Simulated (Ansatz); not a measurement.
Coupled-cluster diagnostics for Al₅Ru₂⁻, Ansatz.

Geometry of the singlet (PBE-D4/def2-SVPD):

```xyz
7

Ru    0.0183    0.8323    0.2234
Ru   -0.6624   -2.5151   -0.0483
Al   -0.2317    2.5098   -1.3826
Al    0.7738   -0.9812   -1.0610
Al    2.0262    1.8724    0.8123
Al    0.0384   -1.1428    1.7196
Al   -1.9626   -0.5755   -0.2635
```

In the def2 sets Ru takes a core potential; there is no spin–orbit coupling. Correlated methods freeze 25 core orbitals; core or outer-core shells of Ru are correlated, in sets that lack core-valence functions. The structure comes from a short search, and lower isomers may exist.

(1) Estimate the CCSD(T) correlation energy, the shares of MP2 and (T), T1 and the reference's ⟨S²⟩ for: charge -1, singlet, own geometry in def2-SVPD; and the rough time on 4 threads of Intel Xeon on a shared host.

Results:

(1) 
| state | basis | correlation (eV) | MP2 share (%) | (T) share (%) | T1 | ⟨S²⟩ (pure) | wall time | remarks |
| --- | --- | --- | --- | --- | --- | --- | --- | --- |
| charge -1, singlet, own geometry | def2-SVPD | -38.382 | 104.5 | 8.9 | 0.094 | 0.00 (0.00) | 7.4 min | large T1, restricted SCF unstable |
Customary marks for T1 are 0.02 (closed shells), 0.045 (open shells) and about 0.05 (3d metals). T1 exceeds 0.02 in 1 of 1 rows and 0.045 in 1; the higher it lies, the less the single-reference result can be trusted.
